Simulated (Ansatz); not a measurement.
Basis-set extrapolation for C$_{2}$H$_{7}$AlSi (PBE0-D4/def2-TZVP geometry, frozen core, the Gaussian-basis code of Ansatz). Multiplicity 1, RHF reference.

|  | def2-TZVPP | def2-QZVPP |
| --- | --- | --- |
| HF | -610.631532 | -610.651378 |
| MP2 correlation | -0.558363 | -0.594525 |
| CCSD(T) correlation | -0.630967 | not run |

Energies in hartree. Use E(X) = E(∞) + A·exp(−7.88·√X) for Hartree–Fock and E(X) = E(∞) + B·X^(−2.97) for correlation, with X = 3 and 4, and add CCSD(T) minus MP2 of the smaller set to the MP2 limit.

Task: What is the CCSD(T) energy at the basis-set limit?

Result: HF limit: -610.651378 + (-0.019846) × 0.13774 = -610.65411. MP2 limit: -0.594525 + (-0.036162) × 0.74074 = -0.62131. Higher-order term: -0.630967 − (-0.558363) = -0.07260. Total: -611.34802 hartree, 53.7 kcal/mol below CCSD(T)/def2-TZVPP.
